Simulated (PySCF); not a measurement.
# Name the molecule from its bond curve

A diatomic of charge 0 contains Tm. Its triplet curve at r²SCAN in a double-zeta basis (spin-free X2C with a Gaussian nucleus, PySCF), in eV from the separated fragments:

```json
{"R (Å)": "1.696", "E (eV)": "-4.879"}
{"R (Å)": "1.775", "E (eV)": "-5.512"}
{"R (Å)": "1.854", "E (eV)": "-5.848"}
{"R (Å)": "1.913", "E (eV)": "-5.957"}
{"R (Å)": "1.972", "E (eV)": "-5.975"}
{"R (Å)": "2.031", "E (eV)": "-5.925"}
{"R (Å)": "2.110", "E (eV)": "-5.781"}
{"R (Å)": "2.209", "E (eV)": "-5.519"}
{"R (Å)": "2.327", "E (eV)": "-5.137"}
{"R (Å)": "2.485", "E (eV)": "-4.344"}
```

The fit gives ωe = 579 cm⁻¹ and the rotational constant Bₑ = 0.2580 cm⁻¹.

**Question.** Which atom is the partner?

**Answer.** The minimum lies at 1.956 Å, so the reduced mass is 16.8576 u Å² cm⁻¹/(Bₑ·Re²) = 17.08 u. With Tm at 168.93 u the partner weighs about 19.0 u: F. The molecule is TmF.

Spin–orbit coupling is left out. With d or f electrons several states lie close, and the lowest PBE0 determinant need not be the measured ground state.
